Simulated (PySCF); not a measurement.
Frontier levels across methods

C2H7BN2O.
Atom-mapped SMILES: `[CH3:1][B:2]([NH2:3])[NH:4][CH:5]=[O:6]` (hydrogens: H7, H8, H9 on C1; H10, H11 on N3; H12 on N4; H13 on C5)

Structure used (PBE0-D3(BJ)/def2-SVP), in Å, numbered top down from 1:
```
atom  x, y, z in Å
C1    -1.5663   -0.9817   -0.8489
B2    -0.1990   -0.2439   -0.5656
N3    -0.0820    1.1355   -0.4083
N4     1.0122   -1.0683   -0.4652
C5     2.2824   -0.6361   -0.2305
O6     2.6171    0.5157   -0.0588
H7    -1.5222   -1.5450   -1.7965
H8    -2.4199   -0.2909   -0.9131
H9    -1.7909   -1.7158   -0.0567
H10   -0.8703    1.7630   -0.4651
H11    0.8254    1.5529   -0.2259
H12    0.9260   -2.0705   -0.5842
H13    3.0305   -1.4661   -0.2056
```

Basis pcSseg-1 throughout (PySCF), one geometry. Isolated species at its PBE0-D3(BJ)/def2-SVP geometry (one conformer only).

How do the orbital energies, the gap and the dipole change with the method?

```json
{"method": "BLYP", "kind": "GGA", "HOMO (eV)": "-5.82", "LUMO (eV)": "-0.88", "gap (eV)": "4.94", "μ (D)": "2.37", "SCF cycles": "15"}
{"method": "OPBE", "kind": "GGA", "HOMO (eV)": "-5.87", "LUMO (eV)": "-0.91", "gap (eV)": "4.96", "μ (D)": "2.38", "SCF cycles": "16"}
{"method": "PBE", "kind": "GGA", "HOMO (eV)": "-5.92", "LUMO (eV)": "-1.02", "gap (eV)": "4.90", "μ (D)": "2.39", "SCF cycles": "15"}
{"method": "B97-D", "kind": "GGA", "HOMO (eV)": "-5.97", "LUMO (eV)": "-0.92", "gap (eV)": "5.04", "μ (D)": "2.45", "SCF cycles": "15"}
{"method": "BP86", "kind": "GGA", "HOMO (eV)": "-6.05", "LUMO (eV)": "-1.12", "gap (eV)": "4.94", "μ (D)": "2.43", "SCF cycles": "15"}
{"method": "LDA", "kind": "LDA", "HOMO (eV)": "-6.10", "LUMO (eV)": "-1.29", "gap (eV)": "4.81", "μ (D)": "2.51", "SCF cycles": "15"}
{"method": "KT3", "kind": "GGA", "HOMO (eV)": "-6.11", "LUMO (eV)": "-0.95", "gap (eV)": "5.15", "μ (D)": "2.36", "SCF cycles": "16"}
{"method": "KT2", "kind": "GGA", "HOMO (eV)": "-6.14", "LUMO (eV)": "-0.99", "gap (eV)": "5.15", "μ (D)": "2.40", "SCF cycles": "16"}
{"method": "B97-2", "kind": "global hybrid", "HOMO (eV)": "-7.29", "LUMO (eV)": "-0.02", "gap (eV)": "7.27", "μ (D)": "2.57", "SCF cycles": "14"}
{"method": "B3LYP", "kind": "global hybrid", "HOMO (eV)": "-7.31", "LUMO (eV)": "-0.20", "gap (eV)": "7.11", "μ (D)": "2.52", "SCF cycles": "15"}
{"method": "PBE0", "kind": "global hybrid", "HOMO (eV)": "-7.58", "LUMO (eV)": "0.04", "gap (eV)": "7.62", "μ (D)": "2.57", "SCF cycles": "14"}
{"method": "mPW1PW91", "kind": "global hybrid", "HOMO (eV)": "-7.63", "LUMO (eV)": "0.02", "gap (eV)": "7.64", "μ (D)": "2.58", "SCF cycles": "14"}
{"method": "BHandHLYP", "kind": "global hybrid", "HOMO (eV)": "-8.82", "LUMO (eV)": "1.25", "gap (eV)": "10.07", "μ (D)": "2.71", "SCF cycles": "14"}
{"method": "CAM-B3LYP", "kind": "range-separated hybrid", "HOMO (eV)": "-8.96", "LUMO (eV)": "1.25", "gap (eV)": "10.21", "μ (D)": "2.58", "SCF cycles": "14"}
{"method": "wB97X-D", "kind": "range-separated hybrid", "HOMO (eV)": "-9.50", "LUMO (eV)": "1.90", "gap (eV)": "11.40", "μ (D)": "2.62", "SCF cycles": "14"}
{"method": "LC-wPBE", "kind": "range-separated hybrid", "HOMO (eV)": "-10.36", "LUMO (eV)": "2.44", "gap (eV)": "12.79", "μ (D)": "2.62", "SCF cycles": "15"}
{"method": "HF", "kind": "Hartree–Fock", "HOMO (eV)": "-10.84", "LUMO (eV)": "3.96", "gap (eV)": "14.80", "μ (D)": "2.96", "SCF cycles": "11"}
```

The HOMO spans 5.02 eV, from BLYP down to HF, and the gap runs from 4.81 eV (LDA) to 14.80 eV (HF). Over the methods BLYP (0 %), OPBE (0 %), PBE (0 %), B97-D (0 %), BP86 (0 %), LDA (0 %), KT3 (0 %), KT2 (0 %), B97-2 (21 %), B3LYP (20 %), PBE0 (25 %), mPW1PW91 (25 %), BHandHLYP (50 %), HF (100 %), a straight line through the gap against the share of exact exchange rises by 0.99 eV for each 10 % (correlation coefficient 0.999). The dipole ranges from 2.36 D (KT3) to 2.96 D (HF). This basis has no diffuse functions.
